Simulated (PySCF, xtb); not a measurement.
Si(F)(Br)(Me)(OH) (CH₄BrFOSi), SMILES C[Si](O)(F)Br. The values are those of a single conformer.

Harmonic wavenumbers (cm⁻¹) from GFN2-xTB (xtb 6.7.1) at its own minimum, in rising order: 64, 130, 159, 198, 207, 235, 275, 424, 734, 750, 820, 841, 874, 971, 1385, 1464, 1466, 3040, 3047, 3052, 3646.

### Question
What does PySCF 2.14.0 with PBE0-D3(BJ)/def2-SVP give at its own minimum? (The exact figures need the calculation; the answer reports its results.)

### Answer
127, 153, 183, 239, 242, 285, 331, 442, 719, 763, 790, 830, 916, 979, 1277, 1419, 1422, 3071, 3180, 3188, 3931. Paired by order, the mean absolute difference is 58 cm⁻¹ and the zero-point energies are 34.0 and 35.0 kcal/mol.
